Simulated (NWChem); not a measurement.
Molecule: AlGeH4F; SMILES [GeH3][AlH][F]

Computed with NWChem. Structure relaxed at the B3LYP/6-31G* (spherical d) level. Ions are spin-unrestricted doublets at the neutral geometry; other ion states weren't tried. Functional: LC-ωPBE (HJS hole) with def2-SVP; the question gives the range parameter ω in 1/bohr.

Problem. What does the run give for range parameter (1/bohr) 0.60? Quantities: vertical ionisation energy, ΔSCF (eV); −ε(HOMO) (eV).

Solution. 
| Property | Result |
|---|---|
| vertical ionisation energy, ΔSCF (eV) | 10.45 |
| −ε(HOMO) (eV) | 10.98 |
